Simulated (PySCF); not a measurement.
Computed vibrations of [Pb(H2CO)]2+

[Pb(H2CO)]2+ (singlet). PySCF 2.14.0, RKS PBE0, Pb def2-SVP with ECP60, O def2-SVP, C def2-SVP, H def2-SVP; non-relativistic Hamiltonian with scalar-relativistic core potentials where named; density fitting; no spin-orbit coupling. Central differences of gradients.

```xyz
5

Pb    0.0000    0.0000   -0.3612
O     0.0000    0.0000    1.8894
C     0.0000    0.0000    3.1245
H     0.9594    0.0000    3.6797
H    -0.9594    0.0000    3.6797
```

Run from Python with OMP_NUM_THREADS=2. Where DIIS fails, smearing, a level shift and second-order steps follow.
It took 12 s on 2 threads of Intel(R) Xeon(R) 6975P-C (Granite Rapids), with other jobs on the host.

Task: What are the harmonic wavenumbers and infrared intensities?

Result: Modes are labelled in C2v; negative numbers are unstable modes, those under 60 cm⁻¹ near the noise; a finer grid moves soft modes by up to 10 cm⁻¹.
| cm⁻¹ | km/mol | symmetry |
| --- | --- | --- |
| 108 | 37.0 | b2 |
| 194 | 36.9 | b1 |
| 321 | 33.9 | a1 |
| 1210 | 16.5 | b2 |
| 1244 | 4.7 | b1 |
| 1490 | 88.1 | a1 |
| 1719 | 420.4 | a1 |
| 3044 | 7.9 | a1 |
| 3188 | 14.6 | b2 |

Task: Is this a minimum?

Result: Yes. Ideal gas at 298.15 K and 1 bar: S = 296.5 J/(mol K), Cp = 58.0 J/(mol K), H − H(0 K) = 14.4 kJ/mol (rigid rotor, harmonic modes, spin degeneracy alone).
